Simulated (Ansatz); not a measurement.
Ansatz (a first-principles code) input:

Ansatz 0.2 input:
```yaml
crystal:
  periodic: [false, false, false]
  atoms:
    - {symbol: B, position_ang: [0.05267762, -0.88230212, 0.29082763]}
    - {symbol: C, position_ang: [1.43060626, -1.60017266, 0.19321460]}
    - {symbol: C, position_ang: [-1.24280107, -1.54539280, 0.84363811]}
    - {symbol: Br, position_ang: [-0.05770120, 0.96644249, -0.31856228]}
    - {symbol: H, position_ang: [2.28985822, -0.93253027, 0.24631171]}
    - {symbol: H, position_ang: [1.47121984, -2.08767863, -0.79070234]}
    - {symbol: H, position_ang: [1.53546213, -2.39699447, 0.93354061]}
    - {symbol: H, position_ang: [-1.26563463, -1.35568593, 1.92571667]}
    - {symbol: H, position_ang: [-1.23523727, -2.63149802, 0.72396934]}
    - {symbol: H, position_ang: [-2.16634543, -1.13619635, 0.43558947]}
basis:
  gaussian:
    orbitals: cc-pVTZ
magnetization: {spin_polarized: false}
correlation: {method: ccsd_t, electrons: outside_noble_gas}
```

Problem. Which total energy does the run end on?

Solution. -2677.15887 Eh (CCSD(T)/cc-pVTZ). The basis has 217 functions. The run takes very roughly 50 core-seconds.
